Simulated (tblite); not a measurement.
C7H9O (doublet state).
Cartesian coordinates in Å at the GFN2-xTB level; atoms count from 1:
```xyz
17
C7H9O angstrom
C     -0.3054    1.9827    0.3236
C     -0.3823    0.6270   -0.0566
C     -0.8143   -0.0081   -1.3937
C     -0.3080   -1.1924   -0.5588
C     -1.0316   -0.5767    0.6487
C      0.9420   -0.3687   -0.2232
C      1.7651   -0.6195    0.9688
O      1.5177   -1.3716    1.8810
H     -0.3339    2.2599    1.3614
H     -0.0916    2.7459   -0.4024
H     -1.8842    0.0293   -1.5869
H     -0.2505    0.2531   -2.2869
H     -0.2966   -2.2371   -0.8475
H     -0.6709   -0.8467    1.6347
H     -2.1191   -0.5907    0.6150
H      1.5607   -0.0595   -1.0652
H      2.6960   -0.0150    0.9780
```

Computed geometry: GFN2-xTB, gas phase. This method treats the open shell by occupation alone, without spin polarisation.

Masses are those of the commonest isotopes; rigid-rotor values at the optimised geometry. The values belong to one conformer with, in the numbering `[CH2:1][C@:2]12[CH2:3][C@H:4]([CH2:5]1)[C@@H:6]2[CH:7]=[O:8]`, H–C1–C2–C3 158° and -30°, C4–C6–C7–O8 -8°.

Problem. Give the principal moments of inertia and the rotational constants in GHz.

Solution. Ia = 144.00, Ib = 264.84, Ic = 310.39 u·Å²; 505379 MHz·u·Å²/I gives 3510, 1908 and 1628 MHz, that is A = 3.5096, B = 1.9082, C = 1.6282 GHz.

Problem. What kind of rotor is it?

Solution. An asymmetric top; Ray's κ = -0.702.

Problem. What does the inertial defect say?

Solution. Not planar: Δ = Ic − Ia − Ib = -98.45 u·Å². For a rigid frame Δ = −2 Σ m c², so Σ m c² = 49.23 u·Å² lies off the ab plane: 15.27 from hydrogen and 33.95 from heavier atoms. The atom farthest from that plane is 1.95 Å away.

Problem. Give the other two planar moments, Paa and Pbb, and the rms extents of the mass along the axes.

Solution. Paa = Σ m a² = (Ib + Ic − Ia)/2 = 215.62 and Pbb = Σ m b² = (Ia + Ic − Ib)/2 = 94.77 u·Å². With the mass M = 109.07 u, the rms extents √(P/M) along a, b and c are 1.41, 0.93, 0.67 Å.

Problem. Estimate the classical rotational partition function at 10 K, 25 K and 50 K.

Solution. Point group C1, symmetry number σ = 1; q = (√π/σ)·√((kT/h)³/(ABC)), k/h = 20836.6 MHz/K: 1610 at 10 K, 6380 at 25 K, 18000 at 50 K.

For this open shell read J as N, the rotation without spin; fine and hyperfine splittings come on top. Its GFN2-xTB frequencies are all real (lowest 94 cm⁻¹). No vibrational averaging or centrifugal distortion is included, and the geometry carries the error of its method.
